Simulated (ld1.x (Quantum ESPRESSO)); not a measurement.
# Reading a pseudo-wave (P (Z = 15))

Columns: radius, all-electron u(r) and pseudo u(r) of the 3s shell (level -13.97 eV) of phosphorus in the configuration [Ne] 3s2 3p3; PBE, scalar-relativistic, TM scheme, ld1.x (Quantum ESPRESSO) 7.5.

```csv
r (bohr),all-electron,pseudo
0.088,0.1495,0.0256
0.175,-0.1160,0.0520
0.262,-0.3132,0.0806
0.350,-0.3750,0.1132
0.438,-0.3279,0.1507
0.525,-0.2163,0.1939
0.612,-0.0735,0.2440
0.700,0.0794,0.3024
0.788,0.2263,0.3681
0.875,0.3575,0.4385
0.962,0.4709,0.5113
1.050,0.5663,0.5832
1.138,0.6429,0.6485
1.225,0.7014,0.7028
1.312,0.7440,0.7442
1.400,0.7726,0.7726
1.487,0.7882,0.7882
1.575,0.7931,0.7931
1.662,0.7889,0.7889
1.750,0.7772,0.7772
1.838,0.7594,0.7594
1.925,0.7373,0.7373
2.012,0.7116,0.7116
2.100,0.6831,0.6831
2.188,0.6527,0.6527
2.275,0.6217,0.6217
```

Problem. How many radial nodes do the two functions have?

Solution. The all-electron 3s function has n − l − 1 = 2; the pseudo-wave has 0, since the states of the same l below it are removed with the core.

Problem. At about which radius was the pseudo-wave matched?

Solution. 1.50 bohr. The columns agree to 0.0005 from 1.31 bohr on; several derivatives are matched, so the curves merge somewhat inside the radius.

Problem. Where does each function peak?

Solution. Outermost all-electron maximum near 1.57 bohr, pseudo maximum near 1.57 bohr (to the table’s step).

Problem. Is the pseudo-wave norm-conserving?

Solution. Yes: the TM scheme keeps the norm inside the radius equal to the all-electron one, which fixes the energy derivative of the logarithmic derivative at the level.
